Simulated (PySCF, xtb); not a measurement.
CsI, SMILES [I][Cs].

Harmonic wavenumbers (cm⁻¹) from xtb 6.7.1 with GFN2-xTB at its own minimum, in rising order: 121.

Problem. What does PBE-D3(BJ)/def2-TZVPD (PySCF) give at its own minimum? (An estimate is asked for; the answer gives what the named calculation found.)

Solution. 114. Paired by order, the mean absolute difference is 7 cm⁻¹ and the zero-point energies are 0.2 and 0.2 kcal/mol.
